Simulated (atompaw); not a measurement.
# u(r) = r·R(r): atom against pseudo-atom (K (Z = 19))

Columns: radius, all-electron u(r) and pseudo u(r) of the 4p shell (level -0.80 eV) of potassium in the configuration [Ne] 3s2 3p6 4s1 4p0; PBE, scalar-relativistic, PAW (atompaw) scheme, atompaw 4.2.0.5.

```
r (bohr)  all-electron   pseudo
   0.108        0.0491  -0.0020
   0.215        0.0713  -0.0077
   0.323        0.0485  -0.0169
   0.431        0.0053  -0.0286
   0.538       -0.0397  -0.0418
   0.646       -0.0782  -0.0556
   0.754       -0.1064  -0.0686
   0.862       -0.1239  -0.0798
   0.969       -0.1315  -0.0879
   1.077       -0.1306  -0.0924
   1.185       -0.1231  -0.0925
   1.292       -0.1105  -0.0881
   1.400       -0.0940  -0.0791
   1.508       -0.0748  -0.0660
   1.615       -0.0541  -0.0495
   1.723       -0.0322  -0.0301
   1.831       -0.0096  -0.0089
   1.938        0.0128   0.0130
   2.046        0.0353   0.0353
   2.154        0.0575   0.0575
   2.262        0.0791   0.0791
   2.369        0.0999   0.0999
   2.477        0.1203   0.1203
   2.585        0.1398   0.1398
   2.692        0.1585   0.1585
   2.800        0.1765   0.1765
```

(1) How many radial nodes do the two functions have?

(2) At about which radius was the pseudo-wave matched?

(3) Is the pseudo-wave norm-conserving?

## Answers

(1) The all-electron 4p function has n − l − 1 = 2; the pseudo-wave has 1, since 1 lower shell of the same l stays in the valence.

(2) 2.20 bohr. The columns agree to 0.0005 from 1.94 bohr on; several derivatives are matched, so the curves merge somewhat inside the radius.

(3) No, it belongs to a PAW set: the norm inside the radius is not constrained, and the difference is carried by the augmentation charge.
